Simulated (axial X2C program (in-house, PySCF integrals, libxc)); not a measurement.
Nuclear properties of GeNC⁻

Calculated with an axial X2C code built on PySCF integrals: two-component X2C with atomic mean-field Coulomb and Gaunt terms, Gaussian nuclei, basis Ge dyall-v3z, N dyall-av3z, C dyall-v3z with contracted cores.

Ge–N–C held linear, with bonds 1.971 and 1.173 Å (near the PBE0 minimum at charge -1 of the determinant lowest at the starting distance; the state shown can have its own minimum elsewhere, held linear; other orders of the atoms were not compared).

Input and command:
```json
{"zs": [32, 7, 6], "q": -1, "bas": ["dyall-v3z", "dyall-av3z", "dyall-v3z"], "r0": [1.87, 1.17], "symm": 0, "scan": ["PBE0", "HF", "B3LYP"], "levels": ["PBE0", "HF", "TPSSh"], "nst": 2}
```
```bash
python solin.py task.json out
```

Keys: zs atomic numbers; q charge; bas basis sets; r0 starting distance in Å; symm equal bonds; scan levels of the two-bond scan; levels methods; nst determinants followed.

Determinant lowest in the PBE0 search, Ω = 1 (⟨Sz⟩ = 1.00, ⟨Lz⟩ = 0.00 at PBE0), spin on the atoms Ge 1.02, N -0.11, C 0.10:

| level | Eeff magnitude (GV/cm) | Ws magnitude Ge (kHz) | A∥/gI Ge (MHz) | qzz Ge (a.u.) | A∥/gI N (MHz) | qzz N (a.u.) | A∥/gI C (MHz) | qzz C (a.u.) |
| --- | --- | --- | --- | --- | --- | --- | --- | --- |
| PBE0 | 0.342 | 0.142 | -366 | 1.21 | -8.5 | -0.46 | -2.56 | -0.82 |
| HF | 0.894 | 0.375 | -321 | 1.42 | -11.6 | -0.58 | 3.49 | -0.95 |
| TPSSh | 0.328 | 0.137 | -315 | 1.25 | -4.26 | -0.45 | -0.837 | -0.80 |

Determinant 0.63 eV from it at PBE0 and this distance, Ω = 0 (closed shell), highest spinor 77% Ge p, 11% N d, 6% C p:

```tsv
level	qzz Ge (a.u.)	qzz N (a.u.)	qzz C (a.u.)
PBE0	1.16	-0.45	-0.82
HF	1.32	-0.58	-0.96
TPSSh	1.17	-0.44	-0.80
```

Eeff is the effective electric field on the electron electric dipole moment in this Ω state and Ws the scalar–pseudoscalar constant of the nucleus named (defined with the proton number Z and per Ω); A∥ (defined per Ω) follows by multiplying with gI = μI/(I μN); qzz is the electric field gradient, eQq0 = 234.96 MHz × Q/barn × qzz. The operators were transformed with the bare-nucleus X2C matrices; with these basis sets, hyperfine constants and field gradients can be off by tens of per cent, and where levels differ in sign neither size nor sign is settled.

Problem. With gI(73Ge) = -0.1954, Q(73Ge) = -0.196 barn, Q(14N) = 0.02044 barn (g factors from the IAEA table of nuclear moments by Stone; Q from Pyykkö, Mol. Phys. 2018), turn the PBE0 values of the first state into constants in MHz.

Solution. A∥(73Ge) = -366 × -0.1954 = 71.5 MHz; eQq0(73Ge) = 234.96 × (-0.196) × (1.21) = -55.7 MHz; eQq0(14N) = 234.96 × (0.02044) × (-0.46) = -2.21 MHz.

The molecule was held linear; bending was not examined, so a bent shape may lie lower.

Each state is one determinant with collinear spin, which with several unpaired electrons need not be a pure state. Unrestricted Hartree–Fock can overshoot spin polarisation at the nuclei. For an anion, determinants above electron detachment, or with a positive highest level, are held by the basis set. A closed determinant beside an open π² or δ² triplet, such as (π1/2)², mixes with its partner pair into the 0⁺ component of the triplet and ¹Σ⁺, so its energy is not that of a level, and 0⁺ can lie lowest. With several open shells hyperfine constants can be off by a factor of several. Where Eeff spreads by more than a factor of two the levels disagree and none is to be relied on. Open-shell Ω = 0 determinants with evenly filled partner blocks cannot be reached by this program, so the Ω shown need not be the lowest component. The search compared states at one distance, so a state with another bond length can lie lower. Where a field gradient or hyperfine factor spreads by more than a factor of two over the levels, a constant derived from it is not to be relied on. PBE0 term energies can be off by some tenths of an eV.
